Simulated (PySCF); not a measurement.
A species of formula C4H6BF has this rotational fingerprint, computed with PBE0-D3(BJ)/def2-SVP geometry optimisation, gas phase (PySCF 2.14.0):

- Rotational constants: A = 14093, B = 1296, C = 1262 MHz
- Dipole components: |μa| = 0.60 D, |μb| = 0.40 D, |μc| = 0.34 D
- Inertial defect: -25.35 u·Å²
- κ: -0.99

Question: Which candidate fits, each taken in the one conformer that was computed?
A. `BC1=C(F)CC1`
B. `[CH2:1]=[CH:2]/[CH:3]=[CH:4]\[BH:5][F:6]` with C1–C2–C3–C4 179°, C3–C4–B5–F6 -178°
C. `[CH2:1]=[C:2]=[CH:3][CH2:4][BH:5][F:6]` with C2–C3–C4–B5 -123°, C3–C4–B5–F6 165°

Answer: C. It is C=C=CCBF, a near-prolate asymmetric top, point group C1. The candidates at the same level (rigid rotor, commonest isotopes):

```json
{"SMILES": "C=C/C=C\\BF", "A (MHz)": "14877", "B (MHz)": "1426", "C (MHz)": "1301", "μa (D)": "2.27", "μb (D)": "0.40", "μc (D)": "0.00", "Δ (u·Å²)": "-0.04", "point group": "–", "rotor": "near-prolate asymmetric top"}
{"SMILES": "BC1=C(F)CC1", "A (MHz)": "4678", "B (MHz)": "4071", "C (MHz)": "2239", "μa (D)": "1.15", "μb (D)": "1.98", "μc (D)": "0.00", "Δ (u·Å²)": "-6.47", "point group": "Cs", "rotor": "asymmetric top"}
{"SMILES": "C=C=CCBF", "A (MHz)": "14093", "B (MHz)": "1296", "C (MHz)": "1262", "μa (D)": "0.60", "μb (D)": "0.40", "μc (D)": "0.34", "Δ (u·Å²)": "-25.35", "point group": "C1", "rotor": "near-prolate asymmetric top"}
```

`C=C/C=C\BF` has B 10 % too high; `BC1=C(F)CC1` has B 214 % too high. No structure here is proved a minimum.
